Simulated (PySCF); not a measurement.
Species: InCl2(NMe2), C2H6Cl2InN.
Bonds: In1–Cl2, In1–Cl3, In1–N4, N4–C5, N4–C6. Hydrogens: H7, H8, H9 on C5; H10, H11, H12 on C6.

Method used: PBE0-D3(BJ)/def2-SVP geometry optimisation, gas phase, def2 core potentials past Kr (PySCF 2.14.0).

Q: List the bond lengths, angles and torsions at this level.

A: 
```csv
bond,length (pm)
"In1–Cl2, In1–Cl3",232.7
In1–N4,199.8
"N4–C5, N4–C6",143.9
C5–H7 and 5 like bonds,110.6
```

Bonds in one row agree within 1 pm and their mean is given. A selection of angles:
```csv
angle,degrees
Cl2–In1–Cl3,118.9
Cl2–In1–N4,120.1
Cl3–In1–N4,121.1
In1–N4–C5,122.2
C5–N4–C6,115.7
N4–C5–H7,111.5
H7–C5–H8,107.4
```

Dihedral angles: Cl2–In1–N4–C5 179° (antiperiplanar).

In1 (indium bonded to 2 Cl and N) is planar (angles 121.1°, 120.1° and 118.9°, sum 360.0°, 0.02 Å off the plane of its three neighbours). The 6 heavy atoms lie in one plane (0.011 Å rms). N4 (nitrogen bonded to 2 C and In) is planar (angles 122.2°, 122.0° and 115.7°, sum 359.9°, 0.03 Å off the plane of its three neighbours).

Stationary, but not proved a minimum.
